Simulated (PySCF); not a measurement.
**Worked example: oscillator strength and radiative lifetime**

Si(F)(Cl)(OH)2 (ClFH2O2Si), SMILES O[Si](O)(F)Cl.

Geometry: r2SCAN-D4/def2-SVP. Other conformers were not sampled.

TDA-M06-2X/def2-SVPD run with PySCF 2.14.0 puts the first singlet state with f over 0.02 at 8.35 eV (vertical), with the transition dipole (0.188, -0.354, -0.064) in atomic units.

**Question.** Find the oscillator strength, the wavelength and the radiative lifetime that this transition would have in vacuum if emission retraced absorption.

**Answer.** 
|μ|² = 0.1648 au, so |μ| = 1.03 D. ΔE = 8.35/27.211 = 0.3069 hartree. f = (2/3) ΔE |μ|² = 0.034 (the program prints 0.034).
λ = 1239.84/8.35 = 148 nm; ν = 67347 cm⁻¹.
Einstein's coefficient A = 0.6670 ν² f s⁻¹ (ν in cm⁻¹) = 1.0e8 s⁻¹, so τ = 1/A = 9.8 ns. This state is S1. The figure is the radiative limit of this one transition; relaxation, internal conversion, crossing to triplets and a medium change what is measured.
